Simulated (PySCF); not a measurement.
AsH3, SMILES [AsH3].

The structure is a stationary point at PBE-D3(BJ)/def2-TZVPD.

Two levels are set side by side: TDA-PBE/def2-TZVPD (PySCF) and EOM-CCSD/aug-cc-pVDZ (PySCF). Vertical, same geometry; the bases differ. Differences are taken from unrounded values.

```
quantity                                      EOM-CCSD  TDA-PBE  TDA-PBE minus EOM-CCSD
--------------------------------------------  --------  -------  ----------------------
lowest singlet excitation (eV)                    6.69     6.45                   -0.24
lowest triplet excitation (TDA for PBE) (eV)      5.88     5.73                   -0.14
```

A lower first singlet is the usual sign of a functional without exact exchange. Differences between two approximate levels are no errors against the true value.

Rough cost on one machine, each run with all the roots and properties that it gave: EOM-CCSD against TDA-PBE within a factor of 2.
